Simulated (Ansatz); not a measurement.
`CBNBN` + `[SiH3]N[SiH3]` → `CBN([SiH3])[SiH3]` + `NBN`  (ligand exchange at a B–N bond)

Isolated molecules relaxed with PBE0-D4/def2-TZVP in Ansatz; ΔE leaves out vibrations. CCSD(T)/CBS is the MP2 limit (def2-TZVPP, def2-QZVPP) plus CCSD(T) − MP2 in def2-TZVPP, frozen cores. This one scheme is used for every species. Functionals use def2-TZVPP. HSE06 is defined as in plane-wave codes. One conformer a species, not always the lowest.

| level | ΔE (kJ/mol) | difference from CCSD(T)/CBS |
| --- | --- | --- |
| PBE-D4 | 5.0 | -2.6 |
| B97M-V | 11.0 | 3.4 |
| PBE-QIDH | 8.1 | 0.5 |
| r2SCAN0 | 9.6 | 2.0 |
| HSE06 | 10.2 | 2.6 |
| RPA@PBE/def2-TZVPP | 8.8 | 1.2 |
| CCSD/def2-SVP | 13.5 | 5.9 |
| HF/def2-TZVPP | 19.3 | 11.7 |
| CCSD(T)/def2-TZVPP | 7.7 | 0.1 |
| MP2/def2-QZVPP | 5.7 | -1.9 |
| CCSD(T)/CBS | 7.6 | 0 |

Largest T1 diagnostic among the species: 0.012.

Leaving LDA and LC-ωPBE aside and taking each functional with its dispersion term where it has one, the values, not all of them listed here, spread over 7.5 kJ/mol, from revPBE-D4 to B2PLYP. LDA lies −5.3 kJ/mol from PBE without D4. At CCSD(T), def2-SVP lies +4.8 kJ/mol from the extrapolated value and def2-TZVPP +0.1 kJ/mol.
